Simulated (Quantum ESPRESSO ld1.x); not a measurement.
Input (ld1.x (Quantum ESPRESSO 7.5)):

```
 &input
    atom='Lu',
    iswitch=1,
    rel=2,
    dft='RXC-VWN',
    config='[Xe] 4f13 6s0 5d0',
    rel_dist='average',
    verbosity='high',
    lsmall=.true.,
    prefix='ld1',
    max_out_wfc=37,
    file_charge='ld1.rho',
 /
```

Command: `OMP_NUM_THREADS=1 ld1.x < ld1.in > ld1.out`

It prints:

```
     Program LD1 v.7.5 starts

     --------------------------- All-electron run ----------------------------

     dirac relativistic calculation

     atomic number is 71.00
     dft =RXC-VWN   lsd =0 sic =0 latt =0  beta=0.20 tr2=1.0E-14
     Exchange-correlation= RXC-VWN
                           (   3   2   0   0   0   0   0)
     mesh =2109 r(mesh) =  99.61573 a.u. xmin = -8.00 dx = 0.00800
     1 Ry =  13.60569312 eV, c = 137.03599908

     n l j   nl                  e(Ry)          e(Ha)          e(eV)
     Spin orbit split results
     1 0 0.5 1S 1( 2.00)   -4614.544905089   -2307.272452545 -62784.0818809
     2 0 0.5 2S 1( 2.00)    -789.038388567    -394.519194284 -10735.4141771
     2 1 0.5 2P 1( 2.00)    -753.939124694    -376.969562347 -10257.8643640
     2 1 1.5 2P 1( 4.00)    -672.808844418    -336.404422209  -9154.0306676
     3 0 0.5 3S 1( 2.00)    -181.707405001     -90.853702500  -2472.2551906
     3 1 0.5 3P 1( 2.00)    -166.060141197     -83.030070599  -2259.3633211
     3 1 1.5 3P 1( 4.00)    -148.742463680     -74.371231840  -2023.7443152
     4 0 0.5 4S 1( 2.00)     -39.016884672     -19.508442336   -530.8517595
     4 1 0.5 4P 1( 2.00)     -32.625379124     -16.312689562   -443.8908964
     4 1 1.5 4P 1( 4.00)     -28.654818956     -14.327409478   -389.8686732
     3 2 1.5 3D 1( 4.00)    -122.015049621     -61.007524810  -1660.0993215
     3 2 2.5 3D 1( 6.00)    -118.213546147     -59.106773074  -1608.3772319
     5 0 0.5 5S 1( 2.00)      -7.754750106      -3.877375053   -105.5087502
     5 1 0.5 5P 1( 2.00)      -5.904166884      -2.952083442    -80.3302828
     5 1 1.5 5P 1( 4.00)      -5.336836942      -2.668418471    -72.6113657
     4 2 1.5 4D 1( 4.00)     -18.093819652      -9.046909826   -246.1789576
     4 2 2.5 4D 1( 6.00)     -17.362957135      -8.681478568   -236.2350665
     4 3 2.5 4F 1( 5.57)      -4.332762852      -2.166381426    -58.9502417
     4 3 3.5 4F 1( 7.43)      -4.213990554      -2.106995277    -57.3342623
     6 0 0.5 6S 1( 0.00)      -2.545992395      -1.272996198    -34.6399912
     5 2 1.5 5D 1( 0.00)      -2.893107903      -1.446553952    -39.3627383
     5 2 2.5 5D 1( 0.00)      -2.834310898      -1.417155449    -38.5627643
     Averaged results
     1 0     1S 1( 2.00)   -4614.544905089   -2307.272452545 -62784.0818809
     2 0     2S 1( 2.00)    -789.038388567    -394.519194284 -10735.4141771
     2 1     2P 1( 6.00)    -699.852271176    -349.926135588  -9521.9752331
     3 0     3S 1( 2.00)    -181.707405001     -90.853702500  -2472.2551906
     3 1     3P 1( 6.00)    -154.515022853     -77.257511426  -2102.2839838
     4 0     4S 1( 2.00)     -39.016884672     -19.508442336   -530.8517595
     4 1     4P 1( 6.00)     -29.978339012     -14.989169506   -407.8760809
     3 2     3D 1(10.00)    -119.734147537     -59.867073768  -1629.0660677
     5 0     5S 1( 2.00)      -7.754750106      -3.877375053   -105.5087502
     5 1     5P 1( 6.00)      -5.525946923      -2.762973461    -75.1843380
     4 2     4D 1(10.00)     -17.655302142      -8.827651071   -240.2126229
     4 3     4F 1(13.00)      -4.264892967      -2.132446484    -58.0268249
     6 0     6S 1( 0.00)      -2.545992395      -1.272996198    -34.6399912
     5 2     5D 1( 0.00)      -2.857829700      -1.428914850    -38.8827539

     final scf error:  9.5E-15 reached in  35 iterations

     Etot =  -29084.138525 Ry,  -14542.069263 Ha, -395709.863524 eV

     Ekin =   32310.734560 Ry,   16155.367280 Ha,  439609.938998 eV
     Encl =  -72064.146082 Ry,  -36032.073041 Ha, -980482.656759 eV
     Eh   =   11197.777542 Ry,    5598.888771 Ha,  152353.524893 eV
     Exc  =    -528.504545 Ry,    -264.252273 Ha,   -7190.670656 eV

     normalization and overlap integrals

     s(1S/1S) =  1.000000  <r> =   0.0194  <r2> =    0.0005  r(max) =   0.0122
     LC norm =  0.92935879 + SC norm =  0.07064121 =  1.00000000
     s(1S/2S) = -0.000000
     s(1S/3S) = -0.000000
     s(1S/4S) =  0.000000
     s(1S/5S) =  0.000000
     s(1S/6S) =  0.000000
     s(2S/2S) =  1.000000  <r> =   0.0815  <r2> =    0.0079  r(max) =   0.0698
     LC norm =  0.98409232 + SC norm =  0.01590768 =  1.00000000
     s(2S/3S) =  0.000000
     s(2S/4S) =  0.000000
     s(2S/5S) =  0.000000
     s(2S/6S) =  0.000000
     s(2P/2P) =  1.000000  <r> =   0.0676  <r2> =    0.0057  r(max) =   0.0523
     LC norm =  0.98402354 + SC norm =  0.01597646 =  1.00000000
     s(2P/3P) =  0.000000
     s(2P/4P) =  0.000000
     s(2P/5P) =  0.000000
     s(2P/2P) =  1.000000  <r> =   0.0752  <r2> =    0.0069  r(max) =   0.0585
     LC norm =  0.98544018 + SC norm =  0.01455982 =  1.00000000
     s(2P/3P) =  0.000000
     s(2P/4P) =  0.000000
     s(2P/5P) =  0.000000
     s(3S/3S) =  1.000000  <r> =   0.2129  <r2> =    0.0519  r(max) =   0.1974
     LC norm =  0.99481414 + SC norm =  0.00518586 =  1.00000000
     s(3S/4S) =  0.000000
     s(3S/5S) =  0.000000
     s(3S/6S) =  0.000000
     s(3P/3P) =  1.000000  <r> =   0.2026  <r2> =    0.0478  r(max) =   0.1851
     LC norm =  0.99486583 + SC norm =  0.00513417 =  1.00000000
     s(3P/4P) =  0.000000
     s(3P/5P) =  0.000000
     s(3P/3P) =  1.000000  <r> =   0.2167  <r2> =    0.0545  r(max) =   0.1974
     LC norm =  0.99527295 + SC norm =  0.00472705 =  1.00000000
     s(3P/4P) =  0.000000
     s(3P/5P) =  0.000000
     s(4S/4S) =  1.000000  <r> =   0.4787  <r2> =    0.2591  r(max) =   0.4463
     LC norm =  0.99830623 + SC norm =  0.00169377 =  1.00000000
     s(4S/5S) =  0.000000
     s(4S/6S) =  0.000000
     s(4P/4P) =  1.000000  <r> =   0.4854  <r2> =    0.2685  r(max) =   0.4463
     LC norm =  0.99839135 + SC norm =  0.00160865 =  1.00000000
     s(4P/5P) =  0.000000
     s(4P/4P) =  1.000000  <r> =   0.5180  <r2> =    0.3055  r(max) =   0.4758
     LC norm =  0.99854875 + SC norm =  0.00145125 =  1.00000000
     s(4P/5P) =  0.000000
     s(3D/3D) =  1.000000  <r> =   0.1901  <r2> =    0.0425  r(max) =   0.1553
     LC norm =  0.99538057 + SC norm =  0.00461943 =  1.00000000
     s(3D/4D) =  0.000000
     s(3D/5D) =  0.000000
     s(3D/3D) =  1.000000  <r> =   0.1945  <r2> =    0.0443  r(max) =   0.1590
     LC norm =  0.99549494 + SC norm =  0.00450506 =  1.00000000
     s(3D/4D) = -0.000000
     s(3D/5D) = -0.000000
     s(5S/5S) =  1.000000  <r> =   1.1458  <r2> =    1.4737  r(max) =   1.0339
     LC norm =  0.99963232 + SC norm =  0.00036768 =  1.00000000
     s(5S/6S) =  0.000000
     s(5P/5P) =  1.000000  <r> =   1.2608  <r2> =    1.7951  r(max) =   1.1111
     LC norm =  0.99969803 + SC norm =  0.00030197 =  1.00000000
     s(5P/5P) =  1.000000  <r> =   1.3531  <r2> =    2.0654  r(max) =   1.1940
     LC norm =  0.99973563 + SC norm =  0.00026437 =  1.00000000
     s(4D/4D) =  1.000000  <r> =   0.5398  <r2> =    0.3383  r(max) =   0.4758
     LC norm =  0.99873460 + SC norm =  0.00126540 =  1.00000000
     s(4D/5D) =  0.000000
     s(4D/4D) =  1.000000  <r> =   0.5512  <r2> =    0.3526  r(max) =   0.4835
     LC norm =  0.99877684 + SC norm =  0.00122316 =  1.00000000
     s(4D/5D) = -0.000000
     s(4F/4F) =  1.000000  <r> =   0.6764  <r2> =    0.5831  r(max) =   0.4609
     LC norm =  0.99918586 + SC norm =  0.00081414 =  1.00000000
     s(4F/4F) =  1.000000  <r> =   0.6873  <r2> =    0.6032  r(max) =   0.4683
     LC norm =  0.99920424 + SC norm =  0.00079576 =  1.00000000
     s(6S/6S) =  1.000000  <r> =   2.6026  <r2> =    7.5369  r(max) =   2.4335
     LC norm =  0.99991162 + SC norm =  0.00008838 =  1.00000000
     s(5D/5D) =  1.000000  <r> =   1.7928  <r2> =    3.6714  r(max) =   1.5179
     LC norm =  0.99985284 + SC norm =  0.00014716 =  1.00000000
     s(5D/5D) =  1.000000  <r> =   1.8283  <r2> =    3.8149  r(max) =   1.5548
     LC norm =  0.99985823 + SC norm =  0.00014177 =  1.00000000

     LC charge = 66.61399920 + SC charge =  0.38600080 = 67.00000000

     ------------------------ End of All-electron run ------------------------
```

Run on one thread of a shared host, so times are rough (Intel(R) Xeon(R) Processor @ 2.60GHz): 0.73 s of CPU time, 1.6 s wall, 35 iterations on 2109 mesh points.
